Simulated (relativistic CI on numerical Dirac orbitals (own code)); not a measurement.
**What each ingredient does to the levels of Ne⁷⁺**

Base calculation: Dirac-Coulomb-Breit CI, separate exchange-only KLI orbitals for each configuration, model QED, unscaled Slater integrals.

Configurations in the expansion (outside the closed core 1s2): 2s, 2p, 3s, 3p, 3d, 4s, 4p, 4f, 4d, 5s, 5p, 5g, 5f, 5d, 6s, 6p, 6d. Levels of other configurations are missing.

Variants: (1) Breit term removed. Shifts of the energy above 2s ²S1/2, in cm⁻¹, for the lowest level and the first level of each name with at least 55 % of one term (blank where a level changes its place among those of its configuration and J or its character, or is not in the variant):

| Level | Base | Δ(1) |
| --- | --- | --- |
| 2s ²S1/2 | 0 | 0 |
| 2p ²P°1/2 | 129091 | -141 |
| 2p ²P°3/2 | 130716 | +52 |
| 3s ²S1/2 | 1098963 | +141 |
| 3p ²P°1/2 | 1134240 | +95 |
| 3p ²P°3/2 | 1134711 | +154 |
| 3d ²D3/2 | 1146198 | +191 |
| 3d ²D5/2 | 1146345 | +193 |
| 4s ²S1/2 | 1468443 | +172 |
| 4p ²P°1/2 | 1482879 | +152 |
| 4p ²P°3/2 | 1483076 | +177 |
| 4d ²D3/2 | 1487851 | +192 |
| 4d ²D5/2 | 1487912 | +193 |
| 4f ²F°5/2 | 1488094 | +193 |

At this charge configurations can still be misplaced by up to about 7 % of their energy.

Ionisation energy from the two ground configurations alone: base 238.928 eV. The NIST ASD value (semi-empirical) is 239.097 eV.
